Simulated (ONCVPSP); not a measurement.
## technetium (Tc): variants of one ONCV potential

Base potential:

ONCVPSP 4.0.1 input, shortened (lines: element, Z, core and valence counts, functional; n l f; lmax; l rc ep ncon nbas qcut; lloc lpopt rc5 dvloc0; l nproj debl; icmod fcfact rcfact), PBE, scalar-relativistic:

```
  Tc 43.00    8    2        4      upf
    1    0    2.00
    2    0    2.00
    2    1    6.00
    3    0    2.00
    3    1    6.00
    3    2   10.00
    4    0    2.00
    4    1    6.00
    4    2    5.00
    5    0    2.00
    2
    0    2.95    0.00    4    8    1.90
    1    2.55    0.25    4    9    3.30
    2    1.85    0.00    4    8    9.80
    4    5    1.30    4.00
    0    1    0.50
    1    2    1.80
    2    2    3.00
    3    3.00    1.75
```

In the p channel the program set the typed energies aside and used 0.050, 1.850 Ha.

All-electron outer shells of the reference configuration (PBE, scalar-relativistic, ld1.x):

```tsv
shell	level (eV)	outermost node (bohr)	outermost maximum (bohr)
4p	-45.34	0.51	1.03
4d	-6.66	0.50	1.27
5s	-5.04	1.28	2.72
```

Cutoffs, loose and tight: the cutoffs (Ha) at which the residual kinetic energy of the hardest occupied pseudo-wave falls to 1 and 0.1 mHa per electron. They do not see the model core or the augmentation charge, which bear on the density cutoff. Test errors are all-electron minus pseudo excitation energies from the reference, over the configurations 4d5 5s1; 4d5 5s0; 4d4 5s0; 4d6 5s0. A dash means not determined; rows that change the core or the reference have their own tests.

A true bound ghost makes a file unfit for plane-wave use even where its test errors are small: the radial tests pick states by their node count and pass the ghost by.

| change | outcome | cutoff, loose | cutoff, tight | bound ghosts | GHOST(+) flags above zero | largest test error (meV) |
| --- | --- | --- | --- | --- | --- | --- |
| base | generated, projector energies reset by the program | 24 Ha | 30 Ha | s | p | -808 |
| s: qcut 2.1 | generated, projector energies reset by the program | 24 Ha | 30 Ha | s | p | -778 |
| d: ncon 5, nbas 9 | generated, projector energies reset by the program | 23 Ha | 28 Ha | s | p | -814 |
| core correction Teter function, fcfact 3, rcfact 1.4 | generated, projector energies reset by the program | 24 Ha | 30 Ha | s | p | -217 |

(1) What comes out with this change to the base: s: nproj 3?

(2) What comes out with this change to the base: reference 4d5 5s1.75?

(3) What comes out with this change to the base: s: rc 3.5?

Results:

(1) outcome: generated, projector energies reset by the program; cutoff, loose: 24 Ha; cutoff, tight: 30 Ha; bound ghosts: none; GHOST(+) flags above zero: s, p; largest test error (meV): -811.

(2) outcome: generated, projector energies reset by the program; cutoff, loose: 24 Ha; cutoff, tight: 30 Ha; bound ghosts: s; GHOST(+) flags above zero: p; largest test error (meV): -324.

(3) outcome: generated, projector energies reset by the program; cutoff, loose: 24 Ha; cutoff, tight: 30 Ha; bound ghosts: s; GHOST(+) flags above zero: p; largest test error (meV): -1050.
